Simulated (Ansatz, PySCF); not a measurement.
In(OH)(PH2)2 (H₅InOP₂), SMILES [PH2][In]([PH2])[OH].

Geometry: PBE-D3(BJ)/def2-SVP. The structure was generated by enumeration; whether it is a known compound was not checked. The def2 effective core potentials stand for the cores of In; spin–orbit coupling is left out. The values are those of a single conformer.

Vertical ionisation energy (IE) and electron affinity (EA) in eV. Rows of orbital energies are one-electron estimates. Where ΔSCF, EOM or ADC give a negative EA the extra electron is unbound and the value depends on the basis.

```csv
level,IE,EA
"−ε(HOMO), −ε(LUMO), r2SCAN/def2-TZVP (PySCF)",6.32,2.20
"−ε(HOMO), −ε(LUMO), PBE/def2-TZVP (PySCF)",6.09,2.35
"ΔSCF, PBE0/def2-SVPD (Ansatz), final states of multiplicity 2 and 2",8.84,0.22
"ΔSCF, PBE/def2-SVPD (Ansatz), final states of multiplicity 2 and 2",___,___
```

Q: What belongs in the gaps? (The exact figures need the calculation; the answer reports its results.)

A: 
- ΔSCF, PBE/def2-SVPD (Ansatz, a first-principles code), final states of multiplicity 2 and 2, IE: 8.65
- ΔSCF, PBE/def2-SVPD (Ansatz), final states of multiplicity 2 and 2, EA: 0.28

Q: What vertical singlet–triplet gap does ΔSCF give with PBE0/def2-SVPD (Ansatz) and with PBE/def2-SVPD (Ansatz)? (Estimate from the structure and the level; the computed values follow.)

A: 3.63 and 3.42 eV (triplet above singlet where positive).
